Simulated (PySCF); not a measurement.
Zn(SeH)2 (H2Se2Zn), SMILES [SeH][Zn][SeH].

Geometry: B3LYP-D3(BJ)/def2-SVP. The structure was generated by enumeration; whether it is a known compound was not checked. Other conformers were not sampled.

Method: PySCF with C-PCM-PBE0/def2-SVP.

The values are the electrostatic part of the solvation free energy, E(continuum) − E(gas) at the gas-phase geometry, in a cavity of scaled van der Waals radii (PySCF's table); cavitation and dispersion terms are not included. A continuum can't describe solvent molecules that bind to the metal. In vacuum the orbital gap is 5.91 eV. The dipole moment in vacuum is 0.85 D.

Computed values in water (ε = 78.36), chloroform (ε = 4.71), N,N-dimethylformamide (ε = 37.22):
```tsv
solvent	ε	ΔG(elec) (kcal/mol)	dipole (D)	gap (eV)
water	78.36	-15.8	1.20	6.42
chloroform	4.71	-11.8	1.11	6.29
N,N-dimethylformamide	37.22	-15.5	1.19	6.41
```
